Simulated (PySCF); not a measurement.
Molecule: SMILES F/C=C/[C@@H]1C[SiH2]1, C4H7FSi.

Mapped SMILES: `[F:1]/[CH:2]=[CH:3]/[C@@H:4]1[CH2:5][SiH2:6]1`. Each H is labelled by its parent atom. Ha(C5), Ha(Si6) are cis to C3 on the ring; Hb(C5), Hb(Si6) are trans to C3 on the ring.

Geometry PBE0-D3(BJ)/def2-SVP throughout; GIAO in PySCF 2.14.0 with density-fitted response routines, gas phase, one conformer, non-relativistic; equivalent atoms averaged; basis pcSseg-1.

For orientation, WP04 gives these absolute shieldings σ: F1 305.6, C2 17.6, C4 163.6, C5 171.2, Si6 459.3, Hb(Si6) 29.02, Ha(Si6) 29.23, H(C4) 30.32, Hb(C5) 30.73 ppm.

A run gave: F1 313.5, C2 24.3, C4 178.5, C5 184.3, Si6 477.0, Hb(Si6) 28.44, Ha(Si6) 28.65, H(C4) 30.10, Hb(C5) 30.49 ppm (absolute shieldings σ).

Problem. Which functional was used in that run?
A. mPW1PW91
B. CAM-B3LYP
C. PBE0
D. wB97X-D

Solution. B. C2 tells them apart best: CAM-B3LYP gives 24.3, PBE0 gives 29.6, wB97X-D gives 28.9, mPW1PW91 gives 28.8 ppm.
